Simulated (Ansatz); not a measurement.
Molecule: C5H11N2O, charge 0, multiplicity 2. It need not be the lowest isomer of its formula. SMILES: O=C(N([CH2])C)N(C)C
Geometry from a B3LYP-D3(BJ)/def2-TZVP (Ansatz, a first-principles code) optimisation:
```xyz
19

C      1.4448     1.4721     0.1118
N      1.0511     0.2417     0.5873
C      1.9002    -0.4216     1.5704
C      0.0490    -0.5358     0.0030
O      0.0766    -1.7547     0.0862
N     -0.9196     0.1497    -0.7078
C     -1.5642     1.3371    -0.1585
C     -1.8106    -0.6803    -1.5034
H      1.0571     1.8163    -0.8305
H      2.2896     1.9417     0.5852
H      1.3313    -1.1944     2.0773
H      2.2439     0.3199     2.2913
H      2.7656    -0.8862     1.0921
H     -2.4823     1.0615     0.3743
H     -1.8303     2.0240    -0.9646
H     -0.9036     1.8550     0.5286
H     -1.2437    -1.4693    -1.9886
H     -2.2845    -0.0533    -2.2598
H     -2.5919    -1.1472    -0.8927
```
Charge 0, spin multiplicity 2.

Wanted: atomisation energy (electronic, to ground-state atoms), in kcal/mol. Cores are frozen in the correlated levels unless marked. UHF or UKS for open shells. Spin-orbit coupling is left out. No relativistic terms. The coupled-cluster limit lacks core correlation, which all-electron functionals hold. CBS(X,Y): correlation extrapolated as X^-3; Hartree-Fock from the larger set. The bracket is a focal-point correction in the basis named.

| level | program | atomisation energy (kcal/mol) | minus last row |
|---|---|---|---|
| r2SCAN-D4/def2-TZVPD | Ansatz + dftd4 | 1811.0 | 9.8 |
| B3LYP-D4/def2-TZVPD | Ansatz + dftd4 | 1812.9 | 11.7 |
| B3LYP/def2-TZVPD | Ansatz | 1796.4 | -4.8 |
| r2SCANh/def2-TZVPD | Ansatz | 1795.2 | -6.0 |
| wB97X-V/def2-TZVPD | Ansatz | 1811.3 | 10.1 |
| MP2/cc-pVTZ | Ansatz | 1781.4 | -19.8 |
| RI-MP2/CBS(cc-pVTZ,cc-pVQZ)+[CCSD(T)-MP2]/cc-pVTZ | Ansatz | 1801.2 | 0.0 |
